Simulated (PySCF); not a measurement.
Geometries of 2 isomers of C7H4FNSe, from PBE0-D3(BJ)/def2-SVP geometry optimisation, gas phase in PySCF 2.14.0. One conformer each, no zero-point energy, no frequencies.

Task: Which is lower in electronic energy at this level?
A.
```xyz
14
angstrom
N     -3.284   -1.692    1.664
C     -2.369   -1.133    1.222
C     -1.240   -0.441    0.677
C     -1.362    0.899    0.282
C     -0.259    1.558   -0.244
C      0.947    0.883   -0.373
F      1.990    1.534   -0.882
C      1.097   -0.452    0.017
Se     2.742   -1.386   -0.151
C     -0.015   -1.108    0.544
H     -2.317    1.415    0.389
H     -0.313    2.600   -0.564
H      3.468   -0.233   -0.694
H      0.062   -2.151    0.859
```
B.
```xyz
14
angstrom
N      4.179    1.102    0.530
C      3.543    0.189    0.193
Se     2.582   -1.266   -0.348
C      0.831   -0.481   -0.280
C      0.596    0.857    0.035
C     -0.709    1.341    0.050
C     -1.760    0.483   -0.252
F     -3.004    0.947   -0.240
C     -1.537   -0.852   -0.567
C     -0.233   -1.336   -0.580
H      1.424    1.529    0.271
H     -0.921    2.384    0.295
H     -2.385   -1.499   -0.798
H     -0.056   -2.387   -0.824
```

Result: A. That is `N#CC1=CC([SeH])=C(F)C=C1`, 9.3 kcal/mol below the other.

```tsv
SMILES	atoms numbered as above	E (Eh)	relative (kcal/mol)	relative (kJ/mol)	dipole (D)
N#Cc1ccc(F)c([SeH])c1	[N:1]#[C:2][c:3]1[cH:4][cH:5][c:6]([F:7])[c:8]([SeH:9])[cH:10]1	-2823.92958	0.0	0.0	3.79
N#C[Se]c1ccc(F)cc1	[N:1]#[C:2][Se:3][c:4]1[cH:5][cH:6][c:7]([F:8])[cH:9][cH:10]1	-2823.91480	9.3	38.8	3.30
```
